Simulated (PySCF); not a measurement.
Species: C8H11Cl.
Numbering: `[Cl:1]/[C:2]1=[CH:3]/[CH2:4][CH2:5]/[CH:6]=[CH:7]\[CH2:8][CH2:9]1` (hydrogens: H10 on C3; H11, H12 on C4; H13, H14 on C5; H15 on C6; H16 on C7; H17, H18 on C8; H19, H20 on C9)

Computed by this run: PBE0-D3(BJ)/def2-SVP geometry optimisation, gas phase (PySCF 2.14.0); density fitting, grid level 2; the optimiser is geomeTRIC in internal coordinates, started from a GFN2-xTB structure.

Geometry at step 1:
```
atom  x, y, z in Å
Cl1     1.4478    4.0699   -1.7075
C2      0.5613    3.0036   -0.6267
C3     -0.7702    2.9364   -0.7242
C4     -1.6869    2.0168    0.0305
C5     -1.1512    0.6288    0.4299
C6     -0.4438   -0.1066   -0.6706
C7      0.8497   -0.0038   -0.9991
C8      1.9060    0.8673   -0.3800
C9      1.4418    2.1812    0.2653
H10    -1.2456    3.5995   -1.4542
H11    -2.5846    1.8755   -0.5953
H12    -2.0528    2.5279    0.9434
H13    -0.4965    0.7103    1.3102
H14    -2.0129    0.0276    0.7661
H15    -1.0629   -0.7683   -1.2898
H16     1.1972   -0.6109   -1.8442
H17     2.6442    1.1116   -1.1622
H18     2.4668    0.2853    0.3786
H19     2.3297    2.7796    0.5231
H20     0.9164    1.9941    1.2113
```

Problem. What forces act on the atoms?

Solution. 
```csv
atom,Fx (eV/Å),Fy (eV/Å),Fz (eV/Å)
Cl1,-0.108,-0.103,0.127
C2,0.069,-0.040,-0.066
C3,0.043,0.053,-0.110
C4,-0.106,0.017,0.068
C5,-0.032,-0.028,0.114
C6,-0.015,0.006,-0.108
C7,-0.008,0.034,-0.061
C8,0.095,-0.044,0.058
C9,0.058,0.085,0.012
H10,0.007,0.002,0.040
H11,0.042,0.008,0.008
H12,-0.015,-0.038,-0.064
H13,-0.051,-0.008,-0.036
H14,0.039,0.044,-0.003
H15,0.024,0.003,0.055
H16,-0.015,-0.007,0.053
H17,-0.025,0.003,0.008
H18,-0.003,0.044,-0.072
H19,-0.020,-0.040,0.017
H20,0.021,0.010,-0.040
```

The largest, 0.20 eV/Å, acts on Cl1; the rms over all components is 0.054 eV/Å. The forces sum to zero within rounding, as they must for an isolated molecule in no field.

Problem. Give the force on Cl1 in Eh/bohr and in nN.

Solution. 0.196 eV/Å ÷ 51.422 = 0.00382 Eh/bohr, and 0.196 eV/Å × 1.602 = 0.31 nN.

Problem. How far is this geometry from the end of the optimisation?

Solution. 0.025 eV above it, and 0.194 Å rms away after alignment. The bonds farthest from their final lengths, with half the difference of the two atoms' forces along the bond (positive lengthens):

```csv
bond,now (Å),final (Å),force along bond (eV/Å)
C4–C5,1.540,1.534,+0.04
C8–C9,1.536,1.529,+0.05
C5–C6,1.501,1.506,+0.08
Cl1–C2,1.758,1.755,-0.12
C7–C8,1.503,1.500,+0.04
C8–H18,1.108,1.106,-0.09
```

The angle farthest from its final value is C5–C6–C7, 126.7° against 129.0°.

What follows is the cost of the whole optimisation. Time: 2.6 min wall; peak memory 0.86 GiB. Hardware: an Arm Neoverse V2 with one thread, shared host with 32 logical CPUs at a one-minute load of 17.
